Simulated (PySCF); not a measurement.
CBrF2, SMILES [C](F)(F)Br (connectivity only; charge and spin as stated), charge +1, multiplicity 1. Geometry: B3LYP-D3(BJ)/def2-SVP. The spin state was assumed, not searched. The isomer is the one that the SMILES or the coordinates give; other isomers of the formula were not compared.

TDDFT-PBE/def2-SVPD in PySCF 2.14.0 puts the lowest singlet excitations at 3.95, 5.84, 7.03, 7.47, 7.64, 7.66 eV.

Q: What are the lowest excitation roots from ADC(2)/aug-cc-pVDZ in PySCF? (An estimate is asked for; the answer gives what the named calculation found.)

A: 4.62, 5.61, 7.34, 7.76, 7.97, 8.34 eV. S1 differs by 0.67 eV (second minus first; roots are paired by order, and the bases may differ).
